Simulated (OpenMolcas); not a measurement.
A calculation on Ar3+.

| Property | Result |
| --- | --- |
| Program | OpenMolcas 26.06 |
| Method | CASSCF |
| Basis | ANO-RCC-VTZP [5s4p2d1f] |
| Scalar Hamiltonian | DKH2, point nucleus |
| Active space | 5 electrons in 4 orbitals (3s 3p) |
| State averaging | 2S+1 = 4 odd, 1 root; 2S+1 = 2 odd, 8 roots; 2S+1 = 4 even, 3 roots; 2S+1 = 2 even, 9 roots |
| Spin-orbit coupling | state interaction with AMFI integrals over the reference wave functions, term energies averaged over their components |

Q: Which level of the active space comes out lowest?

A: 3s² 3p³ ⁴S°_3/2, with 100 % of that term; it is also the measured ground level.

Q: How high does 3s 3p⁴ ²P_3/2 lie?

A: 224695 cm⁻¹ above the lowest level; measured 222956 cm⁻¹ above the ground level, so the calculation is off by +1 %.

Q: How high does 3s 3p⁴ ²D_5/2 lie?

A: 176894 cm⁻¹ above the lowest level; measured 145999 cm⁻¹ above the ground level, so the calculation is off by +21 %.

Q: How high does 3s 3p⁴ ²D_3/2 lie?

A: 176873 cm⁻¹ above the lowest level; measured 145921 cm⁻¹ above the ground level, so the calculation is off by +21 %.

Measured values: Saloman, J. Phys. Chem. Ref. Data 39, 033101 (2010).

Terms of s pⁿ other than that of highest spin mix with s² pⁿ⁻² d, which this space lacks; all of them can be thousands of cm-1 off, and some have no real level of that name. Measured partners are found by configuration, term and J. A level has none where our copy of the source lacks it or the pairing is in doubt (some pairs that miss far off the trend of their configuration count as doubtful), and it then counts in no deviation. Levels of configurations outside the active space are missing.

° marks odd parity.
